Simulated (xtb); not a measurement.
Species: H9AlSi3, SMILES `[SiH3][Al]([SiH3])[SiH3]` (charge 0, multiplicity 1).

Question: Give a relaxed geometry from xtb 6.7.1 with GFN2-xTB.

Answer: the end point of this relaxation (outside a Z-matrix the atoms follow the SMILES, hydrogens last).
Bonds (Å): Si1–Al2 2.439, Si1–H5 1.483, Si1–H6 1.481, Si1–H7 1.483, Al2–Si3 2.439, Al2–Si4 2.439, Si3–H8 1.481, Si3–H9 1.482, Si3–H10 1.484, Si4–H11 1.482, Si4–H12 1.483, Si4–H13 1.482. Bond angles (°): Al2–Si1–H5 114.3, Al2–Si1–H6 116.2, Al2–Si1–H7 113.4, H5–Si1–H6 103.8, H5–Si1–H7 104.0, H6–Si1–H7 103.8, Si1–Al2–Si3 120.9, Si1–Al2–Si4 119.6, Si3–Al2–Si4 119.5, Al2–Si3–H8 116.0, Al2–Si3–H9 115.9, Al2–Si3–H10 112.0, H8–Si3–H9 103.7, H8–Si3–H10 103.9, H9–Si3–H10 104.0, Al2–Si4–H11 115.9, Al2–Si4–H12 112.7, Al2–Si4–H13 115.3, H11–Si4–H12 103.9, H11–Si4–H13 103.7, H12–Si4–H13 103.9.
